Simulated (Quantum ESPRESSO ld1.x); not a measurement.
Values are calculated unless marked as measured or tabulated.
Problem. The mean radii <r> (bohr) of the occupied orbitals of an atom or ion are listed with their occupations. Level of theory: scalar-relativistic Kohn-Sham, LDA (Slater exchange, Perdew-Zunger correlation), spin-polarised, spherical densities, point nucleus (ld1.x of Quantum ESPRESSO 7.5).

orbital  occ.      <r>
1s down     1  0.02002
1s up       1  0.02002
2s up       1  0.08493
2s down     1  0.08492
2p up       3  0.07543
2p down     3  0.07543
3s up       1   0.2212
3s down     1   0.2212
3p up       3   0.2205
3p down     3   0.2204
3d up       5   0.1999
3d down     5   0.1999
4s up       1   0.4981
4s down     1   0.4981
4p up       3   0.5288
4p down     3   0.5289
4d up       5   0.5720
4d down     5   0.5722
5s up       1    1.227
5s down     1    1.230
5p up       3    1.461
5p down     3    1.465
4f up       7   0.7950
4f down     6   0.8026

Name the element and its charge. Open shells, if any, are filled with parallel spins first.

Solution. Z = 69, thulium, charge +2: Tm2+ in [Xe] 4f13. The 1s radius gives Z: for a bare nucleus <r> = (2 gamma + 1)/(2Z) with gamma = sqrt(1 - (Z/c)^2), 0.01977 bohr for Z = 69, and screening makes it slightly larger (0.02002 here). The occupations add up to 67, and the charge is Z minus that.
